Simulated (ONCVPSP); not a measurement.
**P, ONCV: configuration errors across variants**

ONCVPSP 4.0.1 input, shortened (lines: element, Z, core and valence counts, functional; n l f; lmax; l rc ep ncon nbas qcut; lloc lpopt rc5 dvloc0; l nproj debl; icmod fcfact rcfact), PBE, scalar-relativistic:

```
  P 15.00    3    2        4      upf
    1    0    2.00
    2    0    2.00
    2    1    6.00
    3    0    2.00
    3    1    3.00
    2
    0    1.20    0.00    3    6    6.70
    1    1.50    0.00    4    7    5.90
    2    1.50    0.34    4    9    5.80
    4    5    1.20    4.00
    0    2    0.50
    1    2    1.00
    2    1    0.70
    3    5.75    1.75
```

In the s channel the program set the typed energies aside and used -0.513, 0.250 Ha.

All-electron excitation energies from the reference (eV): (1) 3s2 3p2 9.730; (2) 3s2 3p1 28.876; (3) 3s2 3p0 58.616; (4) 3s0 3p5 17.200.

A true bound ghost makes a file unfit for plane-wave use even where its test errors are small: the radial tests pick states by their node count and pass the ghost by.

Errors AE − PS in meV (a dash: test not solved or not reliable):

```csv
change,(1),(2),(3),(4),bound ghosts,GHOST(+) flags above zero
base,-3.3,-37,-192,-31,s,p
"local potential polynomial inside 1.20 bohr (lpopt 5, dvloc0 -2.5 Ha)",-3.3,-37,-192,-31,"s, d",none
"local potential polynomial inside 1.20 bohr (lpopt 5, dvloc0 -1 Ha)",-3.3,-37,-192,-31,s,none
"local potential polynomial inside 1.20 bohr (lpopt 5, dvloc0 1 Ha)",-3.3,-37,-192,-31,s,none
"local potential polynomial inside 1.20 bohr (lpopt 5, dvloc0 2.5 Ha)",-3.3,-37,-192,-31,s,none
"local potential polynomial inside 1.20 bohr (lpopt 5, dvloc0 4.5 Ha)",-3.3,-37,-192,-31,s,p
"local potential polynomial inside 1.20 bohr (lpopt 5, dvloc0 6 Ha)",-3.3,-37,-192,-31,s,p
"local potential polynomial inside 1.20 bohr (lpopt 5, dvloc0 7 Ha)",-3.3,-37,-192,-31,s,p
```

Task: Give the same row for: local potential polynomial inside 1.20 bohr (lpopt 5, dvloc0 8.5 Ha).

Result: -3.4, -37, -192, -31; bound ghosts: s, p; GHOST(+) flags above zero: none.
